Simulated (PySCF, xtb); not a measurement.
CH5InO, SMILES [CH3][InH][OH]. Other conformers were not sampled.

Harmonic wavenumbers (cm⁻¹) from GFN2-xTB run with xtb at its own minimum, in rising order: 32, 111, 289, 311, 415, 453, 464, 575, 650, 679, 1164, 1409, 1421, 1439, 2992, 3009, 3013, 3660.

**Question.** What does PySCF 2.14.0 with B3LYP-D3(BJ)/def2-SVP give at its own minimum? (An estimate is asked for; the answer gives what the named calculation found.)

**Answer.** 34, 125, 328, 407, 468, 504, 586, 709, 731, 769, 1183, 1431, 1436, 1751, 3044, 3144, 3162, 3831. Paired by order, the mean absolute difference is 87 cm⁻¹ and the zero-point energies are 31.6 and 33.8 kcal/mol.
